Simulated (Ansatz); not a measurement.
Reaction (substitution at a C–Si bond): `F[SiH2]C[SiH](F)F` + H–F → `FC[SiH](F)F` + `F[SiH3]`

Calculated with Ansatz (gas phase, PBE0-D4/def2-TZVP geometries, no zero-point term in ΔE). CCSD(T)/CBS adds triple-zeta CCSD(T) − MP2 to the extrapolated MP2 energy (def2 sets, frozen cores). This one scheme is used for every species. DFT in def2-TZVPP. B3LYP here is the variant with VWN-RPA as its local correlation; programs differ in this. Each species was taken in one conformer, which may not be the lowest.

Problem. Is it downhill or uphill in electronic energy at CCSD(T)/CBS, and by how much? (Best estimate.)

Solution. Ansatz gave: Uphill: ΔE = +143.9 kJ/mol.

Problem. What do these levels give: LDA (SPW92), B3LYP-D4, r2SCAN0-D4, ωB97M-V, CCSD/def2-TZVPP, CCSD/CBS(def2)? (Best estimate.)

Solution. Computed: LDA (SPW92) 137.1, B3LYP-D4 125.8, r2SCAN0-D4 140.2, ωB97M-V 134.0, CCSD/def2-TZVPP 135.7, CCSD/CBS(def2) 141.2 kJ/mol.

Largest T1 diagnostic among the species: 0.012.

In def2-TZVPP, CCSD(T) changes the Hartree–Fock value by +27.8 kJ/mol (the triples alone add +2.7 kJ/mol) and MP2 by +40.4 kJ/mol. From PBE to PBE0 (25 % exact exchange), in def2-TZVPP and without D4, ΔE moves by +7.3 kJ/mol. The D4 term adds +10.7 kJ/mol with B3LYP and +6.0 kJ/mol with PBE0; it sums over pairs of atoms, weighted by their polarisabilities, and B3LYP, whose exchange is more repulsive, gets the larger term.
